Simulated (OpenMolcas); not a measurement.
## Co2+ in a point-charge field

Co2+ among 6 point charges of -2.2 e arranged as an octahedron (Oh), 2.12 Å from the ion.
```
   2.1200    0.0000    0.0000  -2.20
   0.0000    2.1200    0.0000  -2.20
  -2.1200    0.0000    0.0000  -2.20
   0.0000   -2.1200    0.0000  -2.20
   0.0000    0.0000    2.1200  -2.20
   0.0000    0.0000   -2.1200  -2.20
```

| Item | Value |
| --- | --- |
| Program | OpenMolcas |
| Method | CASSCF |
| Basis | ANO-RCC-VDZP [5s4p2d1f] |
| Scalar Hamiltonian | DKH2, point nucleus |
| Active space | 7 electrons in 5 orbitals (3d) |
| State averaging | 2S+1 = 4 even, 10 roots; 2S+1 = 2 even, 40 roots |
| Spin-orbit coupling | state interaction with AMFI integrals over the reference wave functions |

The lowest spin-free states (labels of O, the rotations of Oh), above the lowest:

```csv
State,Degeneracy,E (cm-1),Free-ion L (%)
4T1,3,0.0,F (99)
4T2,3,3759,F (100)
4A2,1,8374,F (100)
2E,2,18007,G (70)
2T1,3,20144,G (82)
2T2,3,20296,G (94)
4T1,3,21481,P (99)
2A1,1,21936,G (100)
2T1,3,25919,P (69)
2T1,3,27056,H (89)
2T2,3,27378,H (78)
2E,2,28491,H (79)
2E,2,30602,D (80)
2T1,3,30684,H (64)
2T2,3,31136,D (78)
2T2,3,45826,F (99)
2T1,3,45864,F (98)
2A2,1,46515,F (100)
2E,2,70345,D (100)
2T2,3,70690,D (99)
```

The lowest levels with spin-orbit coupling:

| E (cm-1) | Degeneracy | Label | 2S+1 | g |
| --- | --- | --- | --- | --- |
| 0.0 | 2 | Γ6 | 4 | 4.61 4.61 4.61 |
| 349.7 | 4 | Γ8 | 4 |  |
| 936.0 | 4 | Γ8 | 4 |  |
| 1085 | 2 | Γ7 | 4 | 0.62 0.62 0.62 |
| 4355 | 2 | Γ6 | 4 | 2.62 2.62 2.62 |
| 4438 | 4 | Γ8 | 4 |  |
| 4527 | 4 | Γ8 | 4 |  |
| 4712 | 2 | Γ7 | 4 | 2.60 2.60 2.60 |
| 9173 | 4 | Γ8 | 4 |  |
| 18619 | 4 | Γ8 | 2 |  |
| 20460 | 4 | Γ8 | 2 |  |
| 21089 | 2 | Γ6 | 2 | 0.30 0.30 0.30 |
| 21126 | 4 | Γ8 | 2 |  |
| 21393 | 2 | Γ7 | 2 | 2.13 2.13 2.13 |
| 21913 | 4 | Γ8 | 4 |  |
| 21917 | 2 | Γ7 | 4 | 2.50 2.50 2.50 |
| 22160 | 4 | Γ8 | 4 |  |
| 22556 | 2 | Γ6 | 4 (86 %) | 2.54 2.54 2.54 |
| 22640 | 2 | Γ6 | 2 (88 %) | 1.44 1.44 1.44 |
| 26482 | 4 | Γ8 | 2 |  |

Powder χT (cm3 K/mol): 2.02 at 2 K, 2.11 at 10 K, 2.55 at 50 K, 3.07 at 100 K, 3.69 at 200 K, 3.9 at 300 K. The effective moment at 300 K is 2.828 √(χT) = 5.58 μB.

The lowest level has 2S+1 = 4, for which the spin-only value is χT = S(S+1) / 2 = 1.875 cm3 K/mol (g = 2). The computed 3.897 at 300 K differs by +2.022, through orbital momentum, spin-orbit coupling and any other state in reach. With a threefold ground state the orbital momentum is unquenched, so the spin-only value is not expected to hold.

A least-squares ligand-field fit to the states below 45000 cm-1, each weighted by its degeneracy and with a free common offset, gives 10Dq = 4073 cm-1, B = 1232 cm-1 and C = 4522 cm-1 (C/B = 3.67), with an rms deviation of 169 cm-1.

An orbital triplet at a regular site is open to Jahn-Teller coupling, which can distort the site and quench the lowest spin-orbit gaps and is left out. Without dynamic correlation the repulsion within the d shell is too large (B by tens of per cent), so at a given field states of lower spin stand too high. Point charges carry no covalency, so the field is a model and not that of real ligands. No measured value stands beside these numbers.
